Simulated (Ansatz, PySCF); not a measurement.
H2BBrFN (SMILES NB(F)Br), singlet, geometry from GFN2-xTB, atoms displaced at random by about 0.03 Å a coordinate. Base run: PBE/STO-3G, gradient in PySCF.

Input for PySCF:
```python
from pyscf import gto, scf, dft

mol = gto.M(
    atom='''
B     0.08812148   -0.85043288    0.26859167
F    -0.89345282   -1.73116617   -0.05868639
Br   -0.12679293    0.93051209   -0.33918152
N     1.12442263   -1.25996737    1.11373870
H     1.85480340   -0.70926096    1.35868856
H     1.27542477   -2.18282962    1.44088238
''',
    basis='sto-3g',
    verbose=4,
)

mf = dft.RKS(mol)
mf.xc = 'pbe'
mf.kernel()
g = mf.nuc_grad_method()
grad = g.kernel()
```

Programs used: Ansatz (an electronic-structure program), PySCF; a row that names a program was run with it.

The coordinate followed is y of atom 5.

The base run was repeated with changes; each row names its change, and settings that it needs were set with it.

```tsv
change	dE/dx (Eh/bohr)	net force (Eh/bohr)
base	-0.075317	0.000309
code = ansatz	-0.075318	0.000000
finite difference step (bohr) = 0.2; conv_tol = 1e-11	-0.075483	-
conv_tol = 1e-4	-0.075323	0.000309
finite difference step (bohr) = 0.01; conv_tol = 1e-11	-0.075324	-
grids.level = 5; grid_response = on	-0.075318	0.000000
density fitting = on; auxbasis_response = off	-0.075301	0.004039
grids.level = 0; grid_response = off	-0.075412	0.029424
finite difference step (bohr) = 1e-4; conv_tol = 1e-11	-0.075324	-
conv_tol = 1e-11	-0.075317	0.000309
conv_tol = 1e-6	-0.075317	0.000309
grids.level = 5; grid_response = off	-0.075318	0.000038
```

The net force is zero for an exact gradient.
